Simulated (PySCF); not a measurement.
Compound: perfluoroethyl iodide, C2F5I.
Atom-mapped SMILES: `[F:1][C:2]([F:3])([F:4])[C:5]([F:6])([F:7])[I:8]`

Method: PBE0-D3(BJ)/def2-SVP geometry optimisation, gas phase, def2 core potentials past Kr (PySCF 2.14.0).

**Question.** Give the optimised bond lengths and angles.

**Answer.** 
| bond | length (Å) | order |
| --- | --- | --- |
| F1–C2, C2–F3, C2–F4 | 1.323 | single |
| C2–C5 | 1.546 | single |
| C5–F6, C5–F7 | 1.328 | single |
| C5–I8 | 2.167 | single |

Bonds in one row agree within 0.01 Å and their mean is given. Orders are formal, as drawn. A selection of angles:
| angle | degrees |
| --- | --- |
| F1–C2–F3 | 108.8 |
| F1–C2–C5 | 108.7 |
| F3–C2–C5 | 110.6 |
| C2–C5–F6 | 108.4 |
| C2–C5–I8 | 111.8 |
| F6–C5–F7 | 109.0 |
| F6–C5–I8 | 109.6 |

Torsions: F1–C2–C5–F6 58° (synclinal).

Point group: Cs (every atom within 0.08 Å of its image). Stationary, but not proved a minimum.
